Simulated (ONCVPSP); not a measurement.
## C: ONCV pseudisation with PBEsol, scalar-relativistic reference atom.

ONCVPSP 4.0.1 input, shortened (lines: element, Z, core and valence counts, functional; n l f; lmax; l rc ep ncon nbas qcut; lloc lpopt rc5 dvloc0; l nproj debl; icmod fcfact rcfact), PBEsol, scalar-relativistic:

```
  C 6.00    1    2  -116133      upf
    1    0    2.00
    2    0    1.00
    2    1    3.00
    1
    0    0.95    0.00    5   10    6.90
    1    2.95    0.00    4    7    5.40
    4    5    0.95    3.00
    0    3    0.60
    1    2    1.60
    3    5.25    1.50
```

All-electron outer shells of the reference configuration (PBEsol, scalar-relativistic, ld1.x):

| shell | level (eV) | outermost node (bohr) | outermost maximum (bohr) |
| --- | --- | --- | --- |
| 1s | -272.99 | – | 0.18 |
| 2s | -14.11 | 0.38 | 1.22 |
| 2p | -5.67 | – | 1.20 |

Calculated quality:

```json
{"Cutoffs needed": "20 Ha and 69 Ha (the cutoffs (Ha) at which the residual kinetic energy of the hardest occupied pseudo-wave falls to 1 and 0.1 mHa per electron)", "Ghost test": "ghosts flagged at negative energy: s at -256.1 eV; GHOST(+) flags only above 600 eV; a true bound ghost makes a file unfit for plane-wave use", "Largest excitation error": "+1352 meV (all-electron minus pseudo) for 2s2 2p0, out of 4 test configurations", "rms error of d²Exc/dni dnj": "0.73 mHa without and 1.45 mHa with the model core"}
```

Generation and tests took about 2.9 s on one core of a shared server CPU.
